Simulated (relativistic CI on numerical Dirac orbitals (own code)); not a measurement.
Cd: what numerical and physical settings do to a radial Dirac CI calculation

Reference input:

```
atom Cd  Z=48  charge=0  electrons=48
nucleus A=114  rms_radius_fm=4.6087
hamiltonian dirac-coulomb  breit=on  qed=on  c_scale=1
orbitals kli  potential=per-configuration
slater_scale 1
correlation none
mixing on
grid step=0.0125 r_max=201.2
scf mixing=0.4 start=green max_iterations=150 tolerance=2e-08 node_fill=0.05
configurations
  [Kr] 4d10 5s2
end
```

Computed lowest total energy -5586.89123 Ha, 11 SCF steps. Runs with settings changed; * marks those that are bad on purpose:

```csv
Changed,Outcome,Lowest level,ΔE (Ha),First excitation (cm⁻¹),SCF steps,Message
end of the grid at 140.84 bohr,converged,5s2 1S_0,0,,11,
"end of the grid at 603.6 bohr, nuclear radius 4.1478 fm",converged,5s2 1S_0,-0.0222,,11,
"iteration limit 30, grid step 0.02, Breit term off",converged,5s2 1S_0,-3.84,,11,
"grid step 0.006, QED terms off, SCF mixing 0.05",converged,5s2 1S_0,-2.56,,15,
charge 2 *,refused,,,,0,"configuration [Kr] 4d10 5s2 has 48 electrons, the ion has 46"
SCF tolerance 1e-14 *,converged,5s2 1S_0,-1.17e-09,,36,
```

With so few configurations and no correlation, terms lie too far apart (by 10 to 50 % near neutrality), their order can be wrong, and levels of other configurations are missing.
